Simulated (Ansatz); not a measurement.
Worked example: the enthalpy of C4H9Br + CH3Cl → C4H9Cl + CH3Br

Species: C4H9Br (1-bromobutane) `CCCCBr`, singlet; CH3Cl (chloromethane) `CCl`, singlet; C4H9Cl (1-chlorobutane) `CCCCCl`, singlet; CH3Br (bromomethane) `CBr`, singlet. The partners trade Br for Cl; both sit on C, so the bond types are kept.

Shapes, held fixed at every level: PBE0-D4/def2-TZVP. Flexible molecules stand in one conformer, not always the lowest. Programs: Ansatz 0.2.0. The zero-point and thermal terms to 298 K, harmonic and unscaled (PBE0-D4/def2-TZVP), stand in the table.

At CCSD(T)/def2-TZVPP; 1 Eh = 2625.50 kJ/mol:

```
species   energy (Eh)  H(298 K) − E (kJ/mol)  tabulated ΔfH (kJ/mol)
 C4H9Br  -2730.266627                  343.5                  -107.1
  CH3Cl   -499.560551                  109.7                   -82.6
 C4H9Cl   -617.284943                  344.8                  -154.4
  CH3Br  -2612.542543                  108.4                   -36.4
```

Problem. Work out the reaction enthalpy at 298 K from the calculation and from the table of heats.

Solution. 
1. Electronic: (-617.284943) + (-2612.542543) − [(-2730.266627) + (-499.560551)] = -0.000308 Eh = -0.8 kJ/mol.
2. Zero-point and thermal: (344.8) + (108.4) − [(343.5) + (109.7)] = 0.0 kJ/mol.
3. Computed ΔH = -0.8 kJ/mol.
4. From the heats of formation (Active Thermochemical Tables, CRC Handbook of Chemistry and Physics): (-154.4) + (-36.4) − [(-107.1) + (-82.6)] = -1.1 kJ/mol.
5. Computed less tabulated: +0.3 kJ/mol. Tabulated heats carry uncertainties of their own.

Relativity is left out for Br unless named. Correlated rows may include outer-core shells of Br, which these sets cover unevenly.
